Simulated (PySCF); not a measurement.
**SMILES C=C[SiH2][C@@H]1SC[C@H]1F, C₅H₉FSSi**

Geometry:
```tsv
atom	x (Å)	y (Å)	z (Å)
C1	3.523	-0.243	0.053
C2	2.253	-0.615	0.090
Si3	0.812	0.418	-0.528
C4	-0.611	0.184	0.720
S5	-1.218	-1.552	0.893
C6	-2.766	-0.587	0.770
C7	-2.004	0.646	0.304
F8	-2.408	1.810	0.915
H9	3.820	0.715	-0.341
H10	4.324	-0.873	0.411
H11	2.012	-1.591	0.498
H12	1.110	1.851	-0.587
H13	0.321	-0.070	-1.822
H14	-0.376	0.555	1.719
H15	-3.489	-1.002	0.073
H16	-3.214	-0.453	1.753
H17	-2.095	0.820	-0.773
```

Computed with TDDFT B3LYP/def2-SVPD circular dichroism and optical rotation, one conformer, gas phase in PySCF 2.14.0. Geometry: GFN2-xTB.

The molecule is flexible and this is one conformer; a measurement averages over conformers. States above about 6.4 eV (minus the energy of the highest occupied orbital) lie near or above the ionisation threshold and depend on the basis.

Stereocentres: C4 R, C7 R.

Q: What is the specific rotation at 633, 589.3, 546, 436, 405, 365, 355 nm?

A: [α] in deg dm⁻¹ (g/mL)⁻¹:
| λ (nm) | origin-invariant length gauge | modified velocity gauge | length gauge (centre of mass) | isotropic polarisability (au) |
| --- | --- | --- | --- | --- |
| 633 | -358.6 | -365.3 | -359.9 | 109.5 |
| 589.3 | -423.4 | -431.2 | -424.9 | 110.0 |
| 546 | -507.9 | -517.1 | -509.6 | 110.7 |
| 436 | -902.8 | -918.5 | -905.7 | 113.5 |
| 405 | -1111.1 | -1129.8 | -1114.4 | 114.8 |
| 365 | -1527.9 | -1551.8 | -1532.0 | 117.3 |
| 355 | -1675.2 | -1700.6 | -1679.5 | 118.0 |

Q: And for the mirror image at 589.3 nm?

A: +423.4 deg dm⁻¹ (g/mL)⁻¹ (origin-invariant length gauge): the same size and the opposite sign.

Q: What is the molar rotation [Φ] = [α]·M/100 of the geometry above at 589.3 nm?

A: With M = 148.27 g/mol, -627.8 deg cm² dmol⁻¹ (origin-invariant length gauge).

The first excitation lies at 4.55 eV (273 nm) with R = -0.3 × 10⁻⁴⁰ esu² cm² (velocity form).
